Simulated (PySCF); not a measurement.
Computed shifts of a molecule C2H5BO3, PBE0/pcSseg-1 (PySCF), GIAO, gas phase, atoms alike by connectivity averaged where their shifts nearly agree, in ppm (number of nuclei): ¹H: 5.11 (1), 4.60 (1), 2.31 (3). ¹³C: 173.4 (1), 25.2 (1). References: ¹¹B against BF3 (σ = 88.8 ppm); ¹H against TMS (σ = 31.56 ppm); ¹⁷O against H2O (σ = 334.2 ppm); ¹³C against TMS (σ = 186.3 ppm), references at their B3LYP-D3(BJ)/def2-TZVP geometries, non-relativistic. Geometry: PBE0-D3(BJ)/def2-SVP. Other conformers were not sampled.

Question: Which molecule gave these data?
(A) COB(O)C=O
(B) CC1OB(O)O1
(C) CC(=O)OBO
(D) COB1OCO1

Answer: C, CC(=O)OBO
